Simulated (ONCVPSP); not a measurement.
# Plane-wave convergence, ONCV potential for Cl

ONCVPSP 4.0.1 input, shortened (lines: element, Z, core and valence counts, functional; n l f; lmax; l rc ep ncon nbas qcut; lloc lpopt rc5 dvloc0; l nproj debl; icmod fcfact rcfact), LDA (Perdew-Wang 92), non-relativistic:

```
  Cl 17.00    1    4  -001012      upf
    1    0    2.00
    2    0    2.00
    2    1    6.00
    3    0    2.00
    3    1    3.00
    2
    0    0.70    0.00    3    7   20.30
    1    0.60    0.00    4    7   25.00
    2    0.65    0.35    3    5   16.60
    4    4    0.40    0.00
    0    2    3.60
    1    2    2.30
    2    1    3.70
    3    3.00    1.40
```

Task: For each optimised wave give the share of its norm inside rc, the residual kinetic energy above qcut (Ha) and the cutoffs (Ha) for errors of 10, 1, 0.1 and 0.01 mHa per electron.

Result:

| wave | norm inside rc | residual KE | 10 mHa | 1 mHa | 0.1 mHa | 0.01 mHa |
| --- | --- | --- | --- | --- | --- | --- |
| 2s | 0.901 | 1.3e-07 | 88.2 | 123.6 | 150.4 | 171.3 |
| 3s | 0.058 | 5.1e-08 | 40.6 | 108.5 | 141.2 | 165.3 |
| 2p | 0.843 | 1.2e-06 | 196.2 | 234.6 | 265.1 | 288.9 |
| 3p | 0.043 | 7.7e-07 | 162.7 | 212.1 | 252.1 | 282.6 |
| d projector 1 | 0.019 | 6.2e-06 | 42.1 | 77.3 | 107.8 | 132.5 |

The occupied waves need 235 Ha and 265 Ha for 1 and 0.1 mHa.
